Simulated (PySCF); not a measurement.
## Titanium: highly charged ions in a basis for the neutral atom

Ti¹²⁺ [Ne], Ti¹³⁺ [He] 2s2 2p5. Calculation: PySCF 2.14, in x2c-TZVPall (6s5p4d1f, 48 functions); scalar relativity by spin-free X2C-1e. No spin-orbit coupling, so a gap to NIST mixes the basis error with missing relativistic terms.

Changed run: basis of the neutral atom used for a highly charged ion. This setting is unsound on purpose.

```
species  method  sound run (hartree)  changed run (hartree)  converged
  Ti¹²⁺     UHF              not run             -794.98886        yes
  Ti¹²⁺  M06-2X              not run             -795.41284        yes
  Ti¹²⁺     LDA              not run             -793.22631        yes
  Ti¹³⁺     UHF              not run             -765.91930        yes
  Ti¹³⁺  M06-2X              not run             -766.30276        yes
  Ti¹³⁺     LDA              not run             -764.12499        yes
```

Ionisation energy of Ti¹²⁺:

```csv
method,changed run (eV),NIST (eV)
UHF,791.02,787.67
M06-2X,792.13,787.67
LDA,791.89,787.67
```

The contracted functions were made for the neutral atom and can be too rigid for a highly charged ion.
